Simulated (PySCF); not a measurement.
The same groups moved round the core (furan mercapto+boryl). All species are isolated molecules in the gas phase. One relaxed conformer stands for each flexible species; it need not be the lowest. Strings in code marks are SMILES.

The S1 excitation (TDA) from two functionals at the same geometries (PBE0-D3(BJ)/def2-SVP), both in PySCF: PBE-D3(BJ)/def2-TZVP and PBE0-D3(BJ)/def2-TZVP. Excitations are Tamm–Dancoff values on a coarser integration grid. The basis has no diffuse functions, so Rydberg states are missing or too high.

```json
[
 {"species": "`Bc1ccc(S)o1`", "PBE-D3(BJ)/def2-TZVP (eV)": "4.17", "PBE0-D3(BJ)/def2-TZVP (eV)": "4.51"},
 {"species": "`Bc1ccoc1S`", "PBE-D3(BJ)/def2-TZVP (eV)": "3.55", "PBE0-D3(BJ)/def2-TZVP (eV)": "4.05"},
 {"species": "`Bc1occc1S`", "PBE-D3(BJ)/def2-TZVP (eV)": "3.71", "PBE0-D3(BJ)/def2-TZVP (eV)": "4.21"}
]
```

Over these rows, drawn at random from the members with no instability flagged (it was tested for open shells, ions and some series alone), PBE minus PBE0-D3(BJ): mean -0.45 eV, from -0.50 eV to -0.34 eV.
